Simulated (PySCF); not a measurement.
# Spinor energies of Sm⁴⁺ (samarium, charge +4)

Start: [Xe] 4f4; 4f5/2 filled at m_j = -1/2, +1/2, +3/2, +5/2. Calculated with PySCF 2.14 in x2c-TZVPPall-2c (11s11p10d4f2g, 140 functions): generalised Hartree-Fock with the X2C-1e Hamiltonian and a Gaussian nucleus; one run each with spin-orbit coupling (SO) switched off, then screened by Boettger's factors.

```csv
spinor shell,electrons,"ε, spin-free (eV)","ε, screened SO (eV)",weight of nominal j (screened SO),"rms radius, screened SO (bohr)"
1s1/2,2,-47118.5,-47110.5,1.000,0.0259
2s1/2,2,-7861.9,-7859.5,1.000,0.105
2p1/2,2,-7012.8,-7436.5,1.000,0.0900
2p3/2,4,-7012.8,-6829.5,1.000,0.0962
3s1/2,2,-1815.4,-1814.5,1.000,0.271
3p1/2,2,-1544.3,-1632.1,1.000,0.263
3p3/2,4,-1544.3,-1505.7,1.000,0.276
3d3/2,4,-1176.3,-1192.8,0.996,0.248
3d5/2,6,-1176.3,-1164.5,0.998,0.251
4s1/2,2,-425.84,-425.56,1.000,0.613
4p1/2,2,-333.53,-354.63,0.981,0.631
4p3/2,4,-333.53,-324.06,0.991,0.658
4d3/2,4,-200.32,-207.93,0.783,0.711
4d5/2,6,-200.32,-194.98,0.855,0.718
5s1/2,2,-98.285,-98.234,1.000,1.44
5p1/2,2,-71.331,-74.898,0.965,1.57
4f5/2,4,-66.356,-66.383,0.715,0.906
```

(1) Where does 5p3/2 lie, and what is the 5p spin-orbit splitting (screened SO)?

```
   quantity     spin-free   screened SO
E (hartree)  -10417.33482  -10423.30584
        M_J             4             4
       ⟨J²⟩        24.006        23.268
       ⟨L²⟩        42.004        41.785
       ⟨S²⟩         6.002         5.961
```

The determinant has a definite M_J but mixes levels of different J.

Each row is a mean over spinors that exchange with the open shell spreads, by up to 11.964 eV (4d3/2).

Rows whose weight is well below 1 are mixtures of j = l ± 1/2: exchange outweighs spin-orbit coupling there, and the label is only the starting occupation.

Breit and QED terms are absent; they matter most for the inner s and p1/2 levels.

Densities and radii are taken from the X2C orbitals without a picture-change correction, which distorts them close to the nucleus.

Without spin-orbit coupling the j labels of p, d and f shells carry no meaning; the spin-free column gives the mean over the occupied spinors of each nl shell, and its ⟨J²⟩ belongs to a mixture of degenerate components.

Results:

(1) At -69.730 eV, 5.168 eV above 5p1/2.
